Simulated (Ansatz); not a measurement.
Calculated with Ansatz (gas phase, PBE0-D4/def2-TZVP geometries, no zero-point term in ΔE). CCSD(T)/CBS adds triple-zeta CCSD(T) − MP2 to the extrapolated MP2 energy (def2 sets, frozen cores). Functionals use def2-TZVPP. B3LYP here is the variant with VWN-RPA as its local correlation; programs differ in this. HSE06 is defined as in plane-wave codes. Elements past krypton have def2 core potentials. For Se, Sn outer-core shells are correlated without core-valence functions, which leaves a few kJ/mol of doubt a bond. Scalar relativity is left out up to krypton. One conformer a species, not always the lowest.

`C[Se][Sn]([CH3])([F])[Cl]` + `[OH][SnH3]` → `C[Se][SnH3]` + `[CH3][Sn]([OH])([F])[Cl]`  (redistribution)

```json
{"level": "r2SCANh-D4", "ΔE (kcal/mol)": "-0.9", "difference from CCSD(T)/CBS": "0.0"}
{"level": "HSE06-D4", "ΔE (kcal/mol)": "-0.9", "difference from CCSD(T)/CBS": "0.0"}
{"level": "PBE-QIDH", "ΔE (kcal/mol)": "-1.5", "difference from CCSD(T)/CBS": "-0.6"}
{"level": "BLYP", "ΔE (kcal/mol)": "-0.8", "difference from CCSD(T)/CBS": "0.1"}
{"level": "PBE0", "ΔE (kcal/mol)": "-1.5", "difference from CCSD(T)/CBS": "-0.6"}
{"level": "B3LYP", "ΔE (kcal/mol)": "-1.1", "difference from CCSD(T)/CBS": "-0.2"}
{"level": "BHLYP", "ΔE (kcal/mol)": "-1.5", "difference from CCSD(T)/CBS": "-0.6"}
{"level": "LC-ωPBE", "ΔE (kcal/mol)": "-1.9", "difference from CCSD(T)/CBS": "-1.0"}
{"level": "HF/def2-SVP", "ΔE (kcal/mol)": "-1.8", "difference from CCSD(T)/CBS": "-0.9"}
{"level": "HF/CBS(def2)", "ΔE (kcal/mol)": "-2.3", "difference from CCSD(T)/CBS": "-1.4"}
{"level": "CCSD(T)/CBS", "ΔE (kcal/mol)": "-0.9", "difference from CCSD(T)/CBS": "0"}
```

Largest T1 diagnostic among the species: 0.014.

In def2-TZVPP, CCSD(T) changes the Hartree–Fock value by +1.1 kcal/mol (the triples alone add +0.3 kcal/mol) and MP2 by +1.5 kcal/mol. The D4 term adds +1.0 kcal/mol with B3LYP and +0.6 kcal/mol with PBE0; it sums over pairs of atoms, weighted by their polarisabilities, and B3LYP, whose exchange is more repulsive, gets the larger term. Leaving LDA and LC-ωPBE aside and taking each functional with its dispersion term where it has one, the values, not all of them listed here, spread over 1.8 kcal/mol, from PBE-QIDH to BLYP-D4.
